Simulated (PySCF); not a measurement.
Trends in electronic spectra. Computed with TDDFT CAM-B3LYP/def2-SVPD, vertical, gas phase, core orbitals frozen in the response (PySCF). Geometries: PBE0-D3(BJ)/def2-SVP; one conformer of each isolated species. Triplets are in the Tamm–Dancoff approximation. Relativistic effects are left out although some hold elements past zinc.

Question: Rank by computed HOMO–LUMO gap, highest first.
A. `[GeH3][O][C@H]1CC12CC2`
B. `COC[C@H]1CC[SiH2]C1`
C. `C#[C][GeH2][O]C(C)C`
D. `FC(CCC[C@H](C)F)F`
E. `BOCC`
F. `FCC(C)(C(C)(F)F)C`

Answer: D (11.95 eV), F (11.75 eV), E (10.68 eV), B (10.18 eV), C (9.80 eV), A (9.21 eV).

| SMILES | gap (eV) | T1 (eV) | f (S1) | α (au) | S1 (eV) | S1 mainly |
| --- | --- | --- | --- | --- | --- | --- |
| C[C@H](F)CCCC(F)F | 11.95 | 8.74 | 0.008 | 76.8 | 9.03 | H→L (65%) |
| CC(F)(F)C(C)(C)CF | 11.75 | 8.83 | 0.014 | 74.3 | 9.02 | H→L (85%) |
| [H]B([H])OCC | 10.68 | 5.73 | 0.000 | 45.7 | 6.31 | H→L (95%) |
| COC[C@H]1CC[SiH2]C1 | 10.18 | 7.00 | 0.031 | 102.4 | 7.18 | H→L (51%) |
| C#[C][GeH2][O]C(C)C | 9.80 | 4.96 | 0.000 | 91.5 | 5.95 | H-1→L (51%) |
| [GeH3][O][C@H]1CC12CC2 | 9.21 | 5.97 | 0.010 | 88.9 | 6.30 | H→L+1 (46%) |

H and L stand for HOMO and LUMO.

Without π bonds the low states are Rydberg-like; a valence basis with one diffuse set may place them up to an eV too high.
